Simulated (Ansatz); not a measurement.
Consider the redistribution: `N=[C](O)[GeH2][OH]` + `CO[SiH2][SiH3]` → `C[O][GeH2][OH]` + `N=C(O)[SiH2][SiH3]`.

Program: Ansatz. Geometries: PBE0-D4/def2-TZVP. ΔE: electronic, gas phase. CCSD(T)/CBS is the MP2 limit (def2-TZVPP, def2-QZVPP) plus CCSD(T) − MP2 in def2-TZVPP, frozen cores. Functionals use def2-TZVPP. B3LYP here is the variant with VWN-RPA as its local correlation; programs differ in this. For Ge outer-core shells are correlated without core-valence functions, which leaves a few kJ/mol of doubt a bond. Scalar relativity is left out up to krypton. One conformer a species, not always the lowest.

Q: Is it downhill or uphill in electronic energy at CCSD(T)/CBS, and by how much? (Estimate.)

A: Ansatz gave: Uphill: ΔE = +33.0 kJ/mol.

Q: What do these levels give: ωB97X-V, B2PLYP, PBE0, B3LYP, MP2/def2-TZVPP, HF/def2-QZVPP? (An estimate is asked.)

A: The calculation gave: ωB97X-V 32.3, B2PLYP 34.2, PBE0 31.7, B3LYP 35.4, MP2/def2-TZVPP 33.7, HF/def2-QZVPP 37.1 kJ/mol.

Largest T1 diagnostic among the species: 0.015.

In def2-TZVPP, CCSD(T) changes the Hartree–Fock value by −4.4 kJ/mol (the triples alone add −1.6 kJ/mol) and MP2 by −3.4 kJ/mol.
